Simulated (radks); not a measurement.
The numbers below are computed, except where a source is named.
The silicon anion Si4-, [Ar], held by a Watson sphere: a shell of charge +4.92 at radius R that stands for the Madelung well of a crystal (potential energy -4.92/R inside, -4.92/r outside, in hartree with lengths in bohr). Code: a radial shooting solver on a logarithmic mesh with Libxc functionals. Model: scalar-relativistic Kohn-Sham, r2SCAN, spin-polarised, spherical densities, finite nucleus; meta-GGA in the generalised Kohn-Sham scheme; Fermi nuclear charge, rms radius of each element as measured or else 0.836 A^(1/3) + 0.57 fm.

R (bohr)  e(2p) (eV)  e(3s) (eV)  e(3p) (eV)  <r> 3p (bohr)  sum of <r^2> (bohr^2)  X-ray form factor at sin(theta)/lambda = 0.3 1/angstrom
1.88         -103.90     -25.889     -17.323          2.173                  44.15                                                    8.052
2.02         -102.74     -24.886     -16.725          2.249                  46.88                                                    7.999
3.61         -99.504     -16.504     -10.818          3.113                  84.12                                                    8.147
4.05         -99.201     -15.110      -9.659          3.350                  95.98                                                    8.190
4.53         -98.879     -13.921      -8.606          3.612                  109.8                                                    8.207
